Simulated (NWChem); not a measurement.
System: BeSiH3OBr; SMILES [Be]([O][SiH3])[Br]

Here is an NWChem input.

```
start job
memory heap 200 mb stack 900 mb global 1100 mb
geometry units angstroms noautoz
  Be    -0.041282     0.024456     0.001853
  Br    -0.077141     1.988464     0.007308
  O     -0.014409    -1.391194    -0.006621
  Si     0.034418    -3.059213    -0.005742
  H     -0.688076    -3.587896    -1.213613
  H     -0.628486    -3.581846     1.238457
  H      1.464640    -3.521733    -0.039931
end
basis spherical
  * library def2-svp
end
dft
  xc bhlyp
  iterations 150
  mulliken
end
task dft energy
```

Output (shortened):

```
             Northwest Computational Chemistry Package (NWChem) 7.3.0
             --------------------------------------------------------

 C1  symmetry detected

                             Geometry "geometry" -> ""
                             -------------------------

 Output coordinates in angstroms (scale by  1.889725989 to convert to a.u.)

  No.       Tag          Charge          X              Y              Z
 ---- ---------------- ---------- -------------- -------------- --------------
    1 Be                   4.0000    -0.00573154    -0.05424594    -0.00014026
    2 Br                  35.0000     0.00080716     1.91008605     0.00023294
    3 O                    8.0000    -0.00914229    -1.47016429    -0.00487980
    4 Si                  14.0000     0.00329971    -3.13883969     0.00143222
    5 H                    1.0000    -0.65507605    -3.65517174    -1.24772678
    6 H                    1.0000    -0.74584902    -3.64356462     1.20336693
    7 H                    1.0000     1.42254310    -3.63222171     0.05575513

 Effective nuclear repulsion energy (a.u.)     221.6535948470

                                 NWChem DFT Module
                                 -----------------

 Summary of "ao basis" -> "ao basis" (spherical)
 ------------------------------------------------------------------------------
       Tag                 Description            Shells   Functions and Types
 ---------------- ------------------------------  ------  ---------------------
 Be                         def2-svp                 5        9   3s2p
 Br                         def2-svp                12       32   5s4p3d
 O                          def2-svp                 6       14   3s2p1d
 Si                         def2-svp                 8       18   4s3p1d
 H                          def2-svp                 3        5   2s1p

            General Information
            -------------------
          SCF calculation type: DFT
          Wavefunction type:  closed shell.
          No. of atoms     :     7
          No. of electrons :    64
           Alpha electrons :    32
            Beta electrons :    32
          Charge           :     0
          Spin multiplicity:     1
          Use of symmetry is: off; symmetry adaption is: off
          Maximum number of iterations: 150
          AO basis - number of functions:    88
                     number of shells:    40
          Convergence on energy requested:  1.00D-06
          Convergence on density requested:  1.00D-05
          Convergence on gradient requested:  5.00D-04

              XC Information
              --------------
                        BHLYP Method XC Functional
                     Hartree-Fock (Exact) Exchange  0.500
                        Slater Exchange Functional  0.500 local
                    Becke 1988 Exchange Functional  0.500 non-local
              Lee-Yang-Parr Correlation Functional  1.000

             Grid Information
             ----------------
          Grid used for XC integration:  medium
          Radial quadrature: Mura-Knowles
          Angular quadrature: Lebedev.
          Tag              B.-S. Rad. Rad. Pts. Rad. Cut. Ang. Pts.
          ---              ---------- --------- --------- ---------
          Be                  1.05       49          11.0       434
          Br                  1.15      112          13.0       590
          O                   0.60       49          10.0       434
          Si                  1.10       88          12.0       590
          H                   0.35       45          13.0       434
          Grid pruning is: on
          Number of quadrature shells:   433
          Spatial weights used:  Erf1

      Superposition of Atomic Density Guess
      -------------------------------------

 Sum of atomic energies:       -2951.56707062

      Non-variational initial energy
      ------------------------------

 Total energy =   -2952.526493
 1-e energy   =   -4546.851484
 2-e energy   =    1372.671396
 HOMO         =      -0.397640
 LUMO         =      -0.029395

     ---------------------------------------------
      Total Density - Mulliken Population Analysis
     ---------------------------------------------

    Atom       Charge   Shell Charges
 -----------   ------   -------------------------------------------------------
    1 Be   4     3.06   1.99  0.39  0.05  0.57  0.06
    2 Br  35    35.35   2.00  2.00  2.00  1.36  0.56  6.00  5.99  2.39  3.05  8.23  1.73  0.05
    3 O    8     9.09   1.99  1.11  0.64  3.21  2.13  0.00
    4 Si  14    13.20   2.00  1.99  0.96  0.24  5.93  1.01  0.88  0.18
    5 H    1     1.10   0.70  0.39  0.01
    6 H    1     1.10   0.70  0.39  0.01
    7 H    1     1.10   0.70  0.39  0.01

   convergence    iter        energy       DeltaE   RMS-Dens  Diis-err
 ---------------- ----- ----------------- --------- --------- ---------
 d= 0,ls=0.0,diis     1  -2954.9838730284 -3.18D+03  1.10D-02  6.41D-01
 d= 0,ls=0.0,diis     2  -2954.9776441266  6.23D-03  5.22D-03  9.25D-01
 d= 0,ls=0.0,diis     3  -2955.0650717704 -8.74D-02  9.74D-04  9.43D-03
 d= 0,ls=0.0,diis     4  -2955.0661026388 -1.03D-03  2.96D-04  1.02D-03
 d= 0,ls=0.0,diis     5  -2955.0662178384 -1.15D-04  7.69D-05  3.36D-05
  Resetting Diis
 d= 0,ls=0.0,diis     6  -2955.0662220838 -4.25D-06  1.79D-05  2.35D-06
 d= 0,ls=0.0,diis     7  -2955.0662224279 -3.44D-07  4.29D-06  6.47D-08

         Total DFT energy =    -2955.066222427867
      One electron energy =    -4550.458062362978
           Coulomb energy =     1498.663742667845
    Exchange-Corr. energy =     -124.925497579735
 Nuclear repulsion energy =      221.653594847002

 Numeric. integr. density =       64.000013533484

                       DFT Final Molecular Orbital Analysis
                       ------------------------------------

 Vector   30  Occ=2.000000D+00  E=-3.859269D-01
              MO Center=  5.5D-02, -2.6D+00,  3.5D-01, r^2= 4.3D+00
   Bfn.  Coefficient  Atom+Function         Bfn.  Coefficient  Atom+Function
  ----- ------------  ---------------      ----- ------------  ---------------
    79      0.302588  6 H  s                 45      0.253591  3 O  px
    84     -0.248666  7 H  s                 80      0.212729  6 H  s
    48      0.202134  3 O  px                47     -0.194549  3 O  pz
    63     -0.175165  4 Si px                85     -0.174902  7 H  s
    50     -0.155074  3 O  pz                65      0.134461  4 Si pz

 Vector   31  Occ=2.000000D+00  E=-3.545761D-01
              MO Center=  3.5D-03,  1.5D+00, -2.1D-02, r^2= 3.1D+00
   Bfn.  Coefficient  Atom+Function         Bfn.  Coefficient  Atom+Function
  ----- ------------  ---------------      ----- ------------  ---------------
    24      0.414360  2 Br px                26      0.397944  2 Br pz
    21      0.359293  2 Br px                23      0.345058  2 Br pz
    18     -0.239655  2 Br px                20     -0.230160  2 Br pz
    45     -0.112806  3 O  px                47     -0.108309  3 O  pz
    48     -0.106316  3 O  px                50     -0.102075  3 O  pz

 Vector   32  Occ=2.000000D+00  E=-3.545719D-01
              MO Center= -3.1D-03,  1.4D+00,  2.1D-02, r^2= 3.1D+00
   Bfn.  Coefficient  Atom+Function         Bfn.  Coefficient  Atom+Function
  ----- ------------  ---------------      ----- ------------  ---------------
    26     -0.414336  2 Br pz                24      0.397903  2 Br px
    23     -0.359264  2 Br pz                21      0.345016  2 Br px
    20      0.239636  2 Br pz                18     -0.230133  2 Br px
    47      0.112885  3 O  pz                45     -0.108443  3 O  px
    50      0.106381  3 O  pz                48     -0.102196  3 O  px

 Vector   33  Occ=0.000000D+00  E= 1.253174D-02
              MO Center= -4.7D-03, -4.7D-01,  1.3D-02, r^2= 6.9D+00
   Bfn.  Coefficient  Atom+Function         Bfn.  Coefficient  Atom+Function
  ----- ------------  ---------------      ----- ------------  ---------------
     3      1.286154  1 Be s                 14     -0.459618  2 Br s
    44     -0.435645  3 O  s                 67      0.358723  4 Si py
    25      0.312143  2 Br py                59     -0.234150  4 Si s
    13     -0.183665  2 Br s                 43     -0.137182  3 O  s
    12      0.132697  2 Br s                 22      0.133041  2 Br py

 Vector   34  Occ=0.000000D+00  E= 5.194272D-02
              MO Center=  1.4D-02, -7.4D-02,  1.0D-02, r^2= 4.7D+00
   Bfn.  Coefficient  Atom+Function         Bfn.  Coefficient  Atom+Function
  ----- ------------  ---------------      ----- ------------  ---------------
     7      0.747722  1 Be px                 4     -0.432742  1 Be px
    66     -0.351676  4 Si px                24     -0.341560  2 Br px
    85      0.286421  7 H  s                 48     -0.208539  3 O  px
    80     -0.207077  6 H  s                  9     -0.184025  1 Be pz
    45     -0.167695  3 O  px                21     -0.162086  2 Br px

 Vector   35  Occ=0.000000D+00  E= 5.203293D-02
              MO Center= -2.4D-02, -7.0D-02, -2.2D-02, r^2= 4.7D+00
   Bfn.  Coefficient  Atom+Function         Bfn.  Coefficient  Atom+Function
  ----- ------------  ---------------      ----- ------------  ---------------
     9      0.748286  1 Be pz                 6     -0.432895  1 Be pz
    68     -0.347078  4 Si pz                26     -0.341718  2 Br pz
    75     -0.280835  5 H  s                 50     -0.209433  3 O  pz
    80      0.202294  6 H  s                  7      0.184181  1 Be px
    47     -0.168219  3 O  pz                23     -0.162203  2 Br pz

     ---------------------------------------------
      Total Density - Mulliken Population Analysis
     ---------------------------------------------

[...]
```

Level: BHandHLYP/def2-SVP. All runs use the structure optimised with PBE-D3(BJ)/def2-SVP.
